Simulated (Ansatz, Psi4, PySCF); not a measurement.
HCl2Ge (SMILES [Cl][GeH][Cl]), doublet, geometry from GFN2-xTB. Base run: PBE0/STO-3G in PySCF.

Here is a job for PySCF.
```python
from pyscf import gto, scf, dft

mol = gto.Mole()
mol.atom = '''
    Cl   -0.52382962   -1.71635521   -0.35222265
    Ge    0.50980526    0.01171883    0.42282189
    Cl   -0.54790634    1.69400340   -0.41771353
    H     1.90574293    0.00497817   -0.44138541
'''
mol.basis = 'sto-3g'
mol.spin = 1
mol.verbose = 4
mol.build()

mf = dft.UKS(mol)
mf.xc = 'pbe0'
mf.kernel()
```

The same geometry, method and basis name were run in Ansatz (a first-principles code) and Psi4 and PySCF, at each program's defaults and at the settings that a row names. The base is PySCF at its defaults. Differences at the defaults can come from grids, fitting, cores and function types together.

| code and settings | ΔE vs base (mEh) | basis functions | E (Eh) | SCF cycles | dipole (D) |
|---|---|---|---|---|---|
| PySCF, defaults (exact integrals, its default grid, spherical functions) | 0.000 | 37 | -2963.58667 | 10 | 2.83 |
| Psi4, defaults (density fitting with its default set, its default grid, spherical functions) | -2.835 | 37 | -2963.58950 | 9 | 2.83 |
| Ansatz, defaults (factorised integrals, its default grid, spherical functions) | 0.005 | 37 | -2963.58666 | - | - |
| PySCF, density fitting with def2-universal-jkfit | -2.930 | 37 | -2963.58960 | 10 | 2.83 |
| PySCF, fine grid | 0.000 | 37 | -2963.58667 | 10 | 2.83 |
| Psi4, exact integrals, spherical functions, fine grid | 0.005 | 37 | -2963.58666 | 13 | 2.83 |
| Ansatz, high accuracy | 0.001 | 37 | -2963.58667 | - | - |

Open shells are given as the SCF converged; they aren't shown to be the lowest states, and a large step between rows can be another state.
